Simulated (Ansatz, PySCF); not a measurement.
Dimer: HCl (SMILES Cl) (first 2 atoms) with ClH3Si (SMILES [SiH3]Cl); geometry from B3LYP-D3(BJ)/def2-TZVP, rigid monomers moved along the line of their centres of mass till H2···Cl4 is 2.84 Å.
(charge 0, multiplicity 1):
```xyz
7

Cl     0.18137     0.42715    -0.08156
H     -0.08917    -0.45574     0.81767
Si     0.00355     0.56264     4.18253
Cl    -0.44774    -1.34665     3.48510
H     -0.09122     0.52326     5.65372
H     -0.98129     1.49759     3.61136
H      1.37178     0.89204     3.74686
```

Counterpoise-corrected where a basis set is named; no monomer relaxation.

Frozen-core correlation. CBS: X⁻³ extrapolation of the correlation energy, Hartree–Fock from the larger set.

The values were computed with Ansatz (Gaussian orbitals); PySCF for the dispersion terms. Values without a source in brackets are computed.

PBE/def2-TZVPPD gives -1.69 kcal/mol for the interaction energy.

Problem. Where do these levels fall relative to PBE: PBE-D3(BJ)/def2-TZVPPD, r2SCAN/def2-TZVPPD, PBE0/def2-TZVPPD, wB97M-V/def2-TZVPPD, MP2/CBS(aug-cc-pV(D+d)Z, aug-cc-pV(T+d)Z), MP2/CBS(aug-cc-pV(D+d)Z, aug-cc-pV(T+d)Z) + ΔCCSD(T)/aug-cc-pV(D+d)Z.

Solution. PBE-D3(BJ)/def2-TZVPPD -0.95; r2SCAN/def2-TZVPPD -0.27; PBE0/def2-TZVPPD 0.10; wB97M-V/def2-TZVPPD -0.48; MP2/CBS(aug-cc-pV(D+d)Z, aug-cc-pV(T+d)Z) -0.76; MP2/CBS(aug-cc-pV(D+d)Z, aug-cc-pV(T+d)Z) + ΔCCSD(T)/aug-cc-pV(D+d)Z -0.54 kcal/mol. 1 of 6 lie above PBE; the widest gap is to PBE-D3(BJ)/def2-TZVPPD.

Ansatz is a quantum-chemistry and plane-wave program.
